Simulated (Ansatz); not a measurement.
Reading a saddle point

A first-order saddle point of GeH₂F₄, singlet, PBE0-D4/def2-TZVP, with one imaginary mode of 1197i cm⁻¹:

Ge1  (-0.198, 0.366, -0.051)
F2  (1.092, -0.535, 1.051)
F3  (-1.305, 0.443, -1.361)
F4  (-1.210, 0.683, 1.273)
F5  (0.905, 1.588, -0.460)
H6  (0.664, -1.255, 0.155)
H7  (0.053, -1.290, -0.607)
(Å)

Computed with Ansatz 0.2.0 (basis: def2-TZVPP and def2-QZVPP); correlated methods freeze the cores. Filled d shells of the heavier atoms are correlated. The def2 sets are not built for correlating such inner shells, so the correlated values are less sure here. Extrapolation: Hartree–Fock as exp(−7.88 √X), correlation as X^−2.97.

**Question.** Which contacts change along the imaginary mode, and what lies on either side? (Judge from chemistry; the calculation decides.)

**Answer.** The calculation gives: The step is GeF₄ ([F][Ge]([F])([F])[F]) + H₂ → GeHF₃ ([F][GeH]([F])[F]) + HF, with the molecules in contact on both sides. Shortening one way: Ge1–H7, F2–H6; lengthening the same way: Ge1–F2, H6–H7.
```csv
pair,one side (Å),saddle (Å),other side (Å)
Ge1–H7,3.84,1.76,1.51
F2–H6,3.01,1.23,0.93
Ge1–F2,1.69,1.92,3.06
H6–H7,0.75,0.98,3.07
```

**Question.** Which side is lower, and how far does the saddle lie above each? (Judge from chemistry; the value comes from the calculation.)

**Answer.** The calculation gives: The side with Ge1–F2, H6–H7 short is lower by 3.6 kJ/mol; the saddle lies 194.9 kJ/mol above it and 191.3 kJ/mol above the other (CCSD(T) at an estimated basis limit (MP2 extrapolated from triple and quadruple zeta, plus CCSD(T) − MP2 in triple zeta); electronic energies).

T1 diagnostic: at most 0.014.

Labels in which every atom is bracketed show which atoms are joined, not bond orders.

For scale, one of the runs: CCSD(T)/def2-TZVPP, 200 basis functions, launched by `ansatz run in.yaml --threads 4 --pin off --events-out ev --progress --plain --max-ram 9574MiB`. The run took 2.7 min on 4 CPU threads of an Intel Xeon (shared host), with 2.9 GiB of host memory at its peak.
